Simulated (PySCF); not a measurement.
4-cyanostyrene, C₉H₇N.
SMILES with atom numbers: `[CH2:1]=[CH:2][c:3]1[cH:4][cH:5][c:6]([C:7]#[N:8])[cH:9][cH:10]1` (hydrogens: H11, H12 on C1; H13 on C2; H14 on C4; H15 on C5; H16 on C9; H17 on C10)

The same species was optimised twice, with GFN2-xTB and with PBE0-D3(BJ)/def2-SVP (PySCF), and the same property calculations (PySCF, gas phase) were run on both structures.

```json
{"coordinate": "C6–C7 (Å)", "GFN2-xTB": "1.412", "PBE0-D3(BJ)/def2-SVP": "1.431", "change": "+0.019"}
{"coordinate": "C7≡N8 (Å)", "GFN2-xTB": "1.147", "PBE0-D3(BJ)/def2-SVP": "1.160", "change": "+0.013"}
{"coordinate": "C4–C5 (Å)", "GFN2-xTB": "1.378", "PBE0-D3(BJ)/def2-SVP": "1.388", "change": "+0.010"}
{"coordinate": "C1=C2 (Å)", "GFN2-xTB": "1.328", "PBE0-D3(BJ)/def2-SVP": "1.338", "change": "+0.010"}
{"coordinate": "C2–C3 (Å)", "GFN2-xTB": "1.457", "PBE0-D3(BJ)/def2-SVP": "1.467", "change": "+0.010"}
{"coordinate": "C6–C9 (Å)", "GFN2-xTB": "1.396", "PBE0-D3(BJ)/def2-SVP": "1.405", "change": "+0.009"}
{"coordinate": "C3–C10 (Å)", "GFN2-xTB": "1.398", "PBE0-D3(BJ)/def2-SVP": "1.406", "change": "+0.008"}
{"coordinate": "C9–C10 (Å)", "GFN2-xTB": "1.378", "PBE0-D3(BJ)/def2-SVP": "1.385", "change": "+0.007"}
{"coordinate": "C5–C6 (Å)", "GFN2-xTB": "1.396", "PBE0-D3(BJ)/def2-SVP": "1.402", "change": "+0.006"}
{"coordinate": "C3–C4 (Å)", "GFN2-xTB": "1.398", "PBE0-D3(BJ)/def2-SVP": "1.404", "change": "+0.006"}
{"coordinate": "C1–C2–C3 (°)", "GFN2-xTB": "126.6", "PBE0-D3(BJ)/def2-SVP": "126.9", "change": "+0.3"}
{"coordinate": "C2–C3–C4 (°)", "GFN2-xTB": "118.7", "PBE0-D3(BJ)/def2-SVP": "119.1", "change": "+0.4"}
{"coordinate": "C5–C6–C9 (°)", "GFN2-xTB": "119.7", "PBE0-D3(BJ)/def2-SVP": "119.4", "change": "-0.3"}
{"coordinate": "C5–C6–C7 (°)", "GFN2-xTB": "120.1", "PBE0-D3(BJ)/def2-SVP": "120.4", "change": "+0.3"}
{"coordinate": "C4–C3–C10 (°)", "GFN2-xTB": "118.3", "PBE0-D3(BJ)/def2-SVP": "118.0", "change": "-0.3"}
{"coordinate": "C3–C10–C9 (°)", "GFN2-xTB": "121.0", "PBE0-D3(BJ)/def2-SVP": "121.1", "change": "+0.1"}
{"coordinate": "C6–C9–C10 (°)", "GFN2-xTB": "120.0", "PBE0-D3(BJ)/def2-SVP": "120.1", "change": "+0.1"}
{"coordinate": "C3–C4–C5 (°)", "GFN2-xTB": "121.3", "PBE0-D3(BJ)/def2-SVP": "121.4", "change": "+0.1"}
{"coordinate": "C1–C2–C3–C4 (°)", "GFN2-xTB": "174", "PBE0-D3(BJ)/def2-SVP": "175", "change": "+1"}
```

Rotational constants: A = 5045, B = 722.5, C = 632.2 MHz (GFN2-xTB) against A = 4994, B = 709.7, C = 621.5 MHz (PBE0-D3(BJ)/def2-SVP).

On the GFN2-xTB structure: HOMO (eV) -7.17 [PBE0/pcSseg-1]; LUMO (eV) -2.08 [PBE0/pcSseg-1]; dipole (D) 4.92 [PBE0/pcSseg-1]; GIAO shielding of C1 (ppm) 63.4 [PBE0/pcSseg-1]; GIAO shielding of C2 (ppm) 43.3 [PBE0/pcSseg-1]; GIAO shielding of C3 (ppm) 41.7 [PBE0/pcSseg-1]; GIAO shielding of C4/C10 (mean) (ppm) 55.0 [PBE0/pcSseg-1]; GIAO shielding of C5/C9 (mean) (ppm) 46.7 [PBE0/pcSseg-1]; GIAO shielding of C6 (ppm) 70.4 [PBE0/pcSseg-1]; GIAO shielding of C7 (ppm) 62.4 [PBE0/pcSseg-1]; GIAO shielding of N8 (ppm) -49.9 [PBE0/pcSseg-1].

Task: What do these properties become on the PBE0-D3(BJ)/def2-SVP structure?

Result: 
| property | level | on GFN2-xTB | on PBE0-D3(BJ)/def2-SVP | change |
| --- | --- | --- | --- | --- |
| HOMO (eV) | PBE0/pcSseg-1 | -7.17 | -7.17 | 0.00 |
| LUMO (eV) | PBE0/pcSseg-1 | -2.08 | -2.12 | -0.04 |
| dipole (D) | PBE0/pcSseg-1 | 4.92 | 4.95 | +0.03 |
| energy, GFN2-xTB geometry as zero (kcal/mol) | PBE0/pcSseg-1 | 0.0 | -0.4 | -0.4 |
| GIAO shielding of C1 (ppm) | PBE0/pcSseg-1 | 63.4 | 60.4 | -3.0 |
| GIAO shielding of C2 (ppm) | PBE0/pcSseg-1 | 43.3 | 41.1 | -2.2 |
| GIAO shielding of C3 (ppm) | PBE0/pcSseg-1 | 41.7 | 40.0 | -1.7 |
| GIAO shielding of C4/C10 (mean) (ppm) | PBE0/pcSseg-1 | 55.0 | 53.0 | -2.0 |
| GIAO shielding of C5/C9 (mean) (ppm) | PBE0/pcSseg-1 | 46.7 | 45.0 | -1.7 |
| GIAO shielding of C6 (ppm) | PBE0/pcSseg-1 | 70.4 | 67.4 | -3.0 |
| GIAO shielding of C7 (ppm) | PBE0/pcSseg-1 | 62.4 | 60.2 | -2.2 |
| GIAO shielding of N8 (ppm) | PBE0/pcSseg-1 | -49.9 | -55.7 | -5.8 |

The heavy atoms differ by 0.022 Å rms after alignment. Among bonds between heavy atoms C6–C7 changes most (+0.019 Å). Changes are differences of the printed values. Neither structure is proved a minimum here.

The values belong to the conformer `[CH2:1]=[CH:2][c:3]1[cH:4][cH:5][c:6]([C:7]#[N:8])[cH:9][cH:10]1`: C1–C2–C3–C4 175°.
